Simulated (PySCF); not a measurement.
A structure optimised at PBE-D3(BJ)/def2-SVP, used in a PySCF frequency run:

```
C
H 1 1.1094
H 1 1.1094 2 107.94
C 1 1.5268 2 112.73 3 -125.17
H 4 1.1086 1 111.40 2 -58.66
H 4 1.1086 5 107.60 1 122.38
H 4 1.1100 5 107.75 6 115.93
Sn 1 2.1693 2 106.02 3 113.24
H 8 1.7277 1 123.25 2 -57.28
Cl 8 2.3776 9 107.01 1 123.14
Cl 8 2.3776 9 107.01 10 113.73
```

Problem. Write its SMILES, formula and point group.

Solution. C[CH2][SnH]([Cl])[Cl], C2H6Cl2Sn, Cs

Problem. What are its rotational constants (standard atomic weights)?

Solution. 1.6400, 1.4241, 1.0668 GHz
